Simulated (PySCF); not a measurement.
C3H6F2Si. Atoms are numbered in the order given.

```xyz
12

F     -1.7346     1.6195    -0.4867
C     -0.8174     0.8408     0.1506
C     -0.9967    -0.6292     0.1055
F     -0.6690    -1.3597     1.2134
C      0.1227    -0.0007    -0.6874
Si     1.9243    -0.2210    -0.1894
H     -0.4459     1.2965     1.0757
H     -1.8625    -1.0365    -0.4271
H     -0.0715     0.0426    -1.7657
H      2.0861     0.0844     1.2589
H      2.3708    -1.6169    -0.4571
H      2.7636     0.7199    -0.9852
```
Charge 0, spin multiplicity 1.

Geometry optimised at B3LYP-D3(BJ)/def2-SVP. The structure was generated by enumeration; whether it is a known compound was not checked.

All values below come from PBE/pcSseg-1 (PySCF).

GIAO shieldings, no solvent; atoms listed in one row are averaged. δ = σ(ref) − σ: ¹⁹F against CFCl3 (σ = 133.6 ppm); ¹³C against TMS (σ = 182.0 ppm); ²⁹Si against TMS (σ = 335.4 ppm); ¹H against TMS (σ = 31.49 ppm), references at their B3LYP-D3(BJ)/def2-TZVP geometries, non-relativistic.

```
nucleus          atoms  count  δ (ppm)
-------  -------------  -----  -------
¹⁹F                 F1      1   -242.7
¹⁹F                 F4      1   -258.3
¹³C             C2, C3      2     82.4
¹³C                 C5      1     14.9
²⁹Si               Si6      1    -72.2
¹H                  H8      1     5.08
¹H                  H7      1     4.75
¹H       H10, H11, H12      3     4.31
¹H                  H9      1     0.94
```
